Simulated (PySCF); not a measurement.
Spin states and ions at one geometry of WH4

PySCF 2.14.0, UKS PBE, W def2-SVP with ECP60, H def2-SVP; non-relativistic Hamiltonian with scalar-relativistic core potentials where named; density fitting; no spin-orbit coupling; singlets restricted, open shells unrestricted. The geometry is relaxed for charge 0, triplet, vacuum:

```xyz
5

W     0.0000    0.0000    0.0000
H     0.9888    0.9888    0.9888
H    -0.9888   -0.9888    0.9888
H     0.9888   -0.9888   -0.9888
H    -0.9888    0.9888   -0.9888
```

Energies count from the relaxed state; an electron taken off or put on is at rest in vacuum. Charges and spins are Mulliken's.

| state | energy (eV) | spin squared | charge on W1 (e) | spin on W1 (e) | dipole about the centre of mass (D) |
| --- | --- | --- | --- | --- | --- |
| charge 0, triplet, vacuum | 0.00 | 2.02 | 0.59 | 2.32 | 0.00 |
| charge 0, quintet, vacuum | 4.58 | 6.01 | 0.45 | 3.21 | 0.69 |
| charge +1, doublet, vacuum | 8.83 | 0.76 | 1.03 | 1.17 | 0.00 |
| charge +1, quartet, vacuum | 11.09 | 3.75 | 0.86 | 2.59 | 0.00 |
| charge -1, doublet, vacuum | -0.13 | 0.75 | -0.12 | 1.13 | 0.00 |

Question: What does the state charge -1, quartet, vacuum give?

Answer: energy (eV) -0.28, spin squared 3.77, charge on W1 (e) -0.19, spin on W1 (e) 3.25, dipole about the centre of mass (D) 0.00.

With an electron taken off (doublet, the lower of the two states computed) the charges change, summed by element, by W +0.45 e, H +0.55 e. The vertical ionisation energy is 8.83 eV, against −ε(HOMO) = 5.24 eV over both spins of the relaxed state. The level lies 3.6 eV too high, as is usual for semilocal functionals and global hybrids, which keep a self-interaction error.

With an electron put on (quartet, the lower of the two states computed) the charges change, summed by element, by W -0.77 e, H -0.23 e. The vertical electron affinity is 0.28 eV, against −ε(LUMO) = 3.18 eV over both spins of the relaxed state. The basis has no diffuse functions, which an added electron needs. The added electron's level lies above zero.

Open shells may have lower solutions than those found. Hard to converge, so the more doubtful: charge 0, quintet, vacuum; charge +1, quartet, vacuum.
